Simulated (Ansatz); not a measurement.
Caution, from a PySCF single point (PBE0-D3(BJ)/def2-TZVP) at this geometry: the restricted solution is unstable towards spin-unrestricted or complex orbitals, so a lower solution exists and this singlet may not be the ground state. This singlet lies 0.23 eV below the relaxed triplet at the level B3LYP/cc-pVTZ // PBE0-D3(BJ)/def2-TZVP (Ansatz, a quantum-chemistry and plane-wave program); other levels give the other order.

A geometry relaxed with PBE0-D3(BJ)/def2-TZVP in Ansatz, charge 0, multiplicity 1:

```xyz
7

C      0.8778    -0.0626     0.1178
H      0.8958    -1.1133     0.3858
H      1.8197     0.4735     0.1512
F     -1.4428    -1.3827    -0.1410
C     -1.5713    -0.0815     0.0423
H     -0.3047     1.6162    -0.3789
C     -0.2745     0.5503    -0.1772
```

Problem. Write the SMILES of this molecule.

Solution. `C=C[C]F`
